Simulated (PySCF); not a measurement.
**A search over the determinants of SiPb**

Unrestricted PBE0; Si def2-SVPD, Pb def2-SVPD with ECP60; scalar-relativistic core potentials (PySCF 2.14). Outer shells of the fragments: Si 3s2 3p2; Pb 5d10 6s2 6p2.

Followed along the bond (rough minima from three points):

| 2Ms+1 | unpaired | ⟨S²⟩ at the start | R at minimum (Å) | Te (eV) |
| --- | --- | --- | --- | --- |
| 3 | π ↑↑ | 2.01 | 2.59 | 0.00 |
| 1 | π ↑↓ | 1.01 | 2.60 | 0.20 |
| 3 | σ ↑, π ↑ | 2.02 | 2.48 | 0.29 |
| 1 | σ ↓, π ↑ | 1.02 | 2.47 | 0.47 |
| 1 | none | 0.00 | none in the scan | ≤ 0.82 |

Solutions found at the starting distance of 2.510 Å, counted from the lowest of them; the search is not exhaustive and high or unbound solutions are not listed, so other states can lie among these:

```json
{"2Ms+1": "3", "unpaired": "π ↑↑", "term": "³Σ⁻", "E (eV)": "0.00", "⟨S²⟩": "2.01", "⟨Lz²⟩": "0.00", "μ (D)": "1.51"}
{"2Ms+1": "1", "unpaired": "π ↑↓", "term": "mixed", "E (eV)": "0.20", "⟨S²⟩": "1.01", "⟨Lz²⟩": "2.01", "μ (D)": "1.48"}
{"2Ms+1": "3", "unpaired": "σ ↑, π ↑", "term": "³Π", "E (eV)": "0.26", "⟨S²⟩": "2.02", "⟨Lz²⟩": "1.00", "μ (D)": "1.54"}
{"2Ms+1": "1", "unpaired": "σ ↓, π ↑", "term": "mixed", "E (eV)": "0.44", "⟨S²⟩": "1.02", "⟨Lz²⟩": "1.01", "μ (D)": "1.52"}
{"2Ms+1": "1", "unpaired": "none", "term": "mixed", "E (eV)": "0.81", "⟨S²⟩": "0.00", "⟨Lz²⟩": "2.00", "μ (D)": "1.29"}
{"2Ms+1": "5", "unpaired": "σ ↑, π ↑↑↑", "term": "⁵Π", "E (eV)": "1.21", "⟨S²⟩": "6.00", "⟨Lz²⟩": "1.01", "μ (D)": "0.88"}
{"2Ms+1": "3", "unpaired": "σ ↑, π ↑↑↓", "term": "mixed", "E (eV)": "1.70", "⟨S²⟩": "3.02", "⟨Lz²⟩": "3.03", "μ (D)": "0.88"}
{"2Ms+1": "3", "unpaired": "σ ↓, π ↑↑↑", "term": "mixed", "E (eV)": "1.77", "⟨S²⟩": "3.03", "⟨Lz²⟩": "1.01", "μ (D)": "0.90"}
{"2Ms+1": "3", "unpaired": "π ↑↑", "term": "mixed", "E (eV)": "2.24", "⟨S²⟩": "2.01", "⟨Lz²⟩": "2.01", "μ (D)": "0.56"}
{"2Ms+1": "5", "unpaired": "π ↑↑↑↑", "term": "⁵Σ⁺", "E (eV)": "3.75", "⟨S²⟩": "6.01", "⟨Lz²⟩": "0.00", "μ (D)": "-0.34"}
```

A term symbol is given only where ⟨S²⟩ and ⟨Lz²⟩ are close to those of a pure state; real π, δ and φ orbitals otherwise mix terms. A positive dipole means Si(−)Pb(+).

These are scalar-relativistic numbers at best; spin–orbit coupling would shift them, the dissociation energy most.
